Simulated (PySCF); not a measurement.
EPR parameters of C5H12NSi

Species: C5H12NSi (doublet state).
Geometry (GFN2-xTB, Å), atoms numbered from 1 in this order:
```xyz
19
C5H12NSi angstrom
C      2.196   -0.468   -0.505
C      1.841    0.983   -0.192
Si     0.087    1.155    0.541
N      0.095    0.372    2.079
C     -1.183    0.444   -0.678
C     -1.583   -1.006   -0.579
C     -2.558    0.063   -0.212
H      3.176   -0.533   -0.977
H      2.224   -1.065    0.404
H      1.465   -0.909   -1.180
H      1.912    1.569   -1.108
H      2.576    1.393    0.500
H      0.722   -0.396    2.271
H     -0.746    0.292    2.625
H     -1.138    0.842   -1.686
H     -1.745   -1.561   -1.492
H     -1.158   -1.602    0.216
H     -3.397    0.241   -0.868
H     -2.797    0.195    0.834
```

The hyperfine couplings belong to this conformer and change with its torsions.

As a line formula: `N[Si](CC)C1CC1` [radical].

Theory: PySCF, UKS B3LYP, pcH-1 on C H N Si, non-relativistic, mean-field spin-orbit, GIAO. Geometry: GFN2-xTB, one conformer, isolated molecule. Couplings are sensitive to structure, and on GFN2-xTB geometries they can be far from those on DFT ones, by a factor of two or more for some ions and for spin on atoms past the first row. No stability test was run, so a lower SCF solution isn't excluded.

- g1, g2, g3: 2.00214, 2.00238, 2.00355
- g_iso: 2.00269
- Form of g: rhombic: the two nearest values differ by 17 % of g3 − g1
- ⟨S²⟩: 0.7513 (exact 0.7500)
- α and β electrons: 32, 31
- HOMO–LUMO gap, α and β orbitals: 5.21, 5.28 eV
- Total energy: -541.99995 Eh

Hyperfine couplings atom by atom, in 10⁻⁴ cm⁻¹; T1 to T3 are the principal values of the dipolar part; ρ(0) is the spin density at the nucleus (1 × 10⁻⁴ cm⁻¹ = 2.998 MHz):

```
atom  isotope   a_iso  of which spin–orbit     T1    T2    T3  Mulliken spin population  ρ(0) (bohr⁻³)
  C1      13C     6.4                  0.0   -0.8  -0.7   1.5                      0.01         0.0170
  C2      13C    11.3                  0.0   -1.4  -1.4   2.8                      0.01         0.0302
 Si3     29Si  -190.5                  0.3  -49.1  24.0  25.1                      0.87         0.6436
  N4      14N    11.5                  0.0   -1.0  -0.8   1.9                      0.03         0.1067
  C5      13C    28.8                  0.0   -2.4  -2.1   4.6                      0.02         0.0768
  C6      13C     5.4                  0.0   -1.3  -1.3   2.6                      0.03         0.0145
  C7      13C     1.1                  0.0   -0.3  -0.2   0.6                      0.00         0.0030
  H8       1H     4.1                  0.0   -0.6  -0.2   0.8                      0.01         0.0028
  H9       1H    -0.4                  0.0   -0.7  -0.2   0.9                      0.00        -0.0002
 H10       1H     0.1                  0.0   -0.8  -0.2   1.0                      0.00         0.0001
 H11       1H     0.0                  0.0   -1.4  -0.8   2.2                      0.00         0.0000
 H12       1H    -0.6                  0.0   -1.4  -0.8   2.1                      0.00        -0.0004
 H13       1H    14.5                  0.0   -1.5  -0.7   2.3                      0.02         0.0097
 H14       1H    -1.3                  0.0   -1.8  -1.0   2.9                      0.00        -0.0009
 H15       1H    -1.6                  0.0   -1.7  -0.6   2.3                      0.00        -0.0011
 H16       1H     3.0                  0.0   -0.9  -0.2   1.1                      0.00         0.0020
 H17       1H    -0.2                  0.0   -0.9  -0.1   1.1                      0.00        -0.0001
 H18       1H    -0.2                  0.0   -0.5  -0.3   0.8                      0.00        -0.0001
 H19       1H     1.1                  0.0   -0.8  -0.5   1.4                      0.01         0.0007
```

The largest Mulliken spin population is on Si3 (+0.87). The angles at Si3 add up to 330.7°, so it is pyramidal.

Under fast tumbling the dipolar parts average out, and these isotropic splittings remain (the largest six): 1 × 1H (H13, I = 1/2, 2 lines) with 1.55 mT, 1 × 14N (N4, I = 1, 3 lines) with 1.23 mT, 1 × 1H (H15, I = 1/2, 2 lines) with 0.17 mT, 2 × 1H (H16/H18, I = 1/2, 3 lines) with 0.15 mT, 1 × 1H (H14, I = 1/2, 2 lines) with 0.14 mT and 3 × 1H (H8/H9/H10, I = 1/2, 4 lines) with 0.14 mT.

Class means assume fast exchange of nuclei equivalent by connectivity; if that motion is slow, each nucleus keeps its own coupling. H13 and H14 aren't averaged: N4 is flat or nearly so (angle sum 353°), and its turn about the short N4–Si3 bond (1.73 Å) is taken as slow. The three 1H nuclei of mean +3.9 MHz run from -1.1 to 12.4 MHz in the frozen geometry. The 1H value of +4.2 MHz is a mean of couplings from -0.5 to 9.0 MHz in this one geometry, not an average over conformers.

The 13C coupling of C5 (86.4 MHz) shows only in satellite lines or after enrichment, since that isotope makes up about 1.07 % of natural carbon.

The 29Si coupling of Si3 (-571.1 MHz) shows only in satellite lines or after enrichment, since that isotope makes up about 4.7 % of natural silicon.

β density exceeds α density at some nuclei, such as H15 (-0.0011), spin density in bohr⁻³. In a single determinant that takes different orbitals for the two spins, that is spin polarisation.
